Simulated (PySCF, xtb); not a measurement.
cyclohexane (C₆H₁₂), SMILES C1CCCCC1.

GFN2-xTB in xtb 6.7.1 at its own geometry gives an orbital gap of 13.66 eV and a dipole moment of 0.00 D.

Geometry optimised at PBE0-D3(BJ)/def2-SVP. The values are those of a single conformer.

**Question.** What does CAM-B3LYP/def2-TZVP run with PySCF give? (Estimate from the structure and the level; the computed values follow.)

**Answer.** gap 11.64 eV (levels -9.72 and 1.92 eV), dipole 0.00 D.
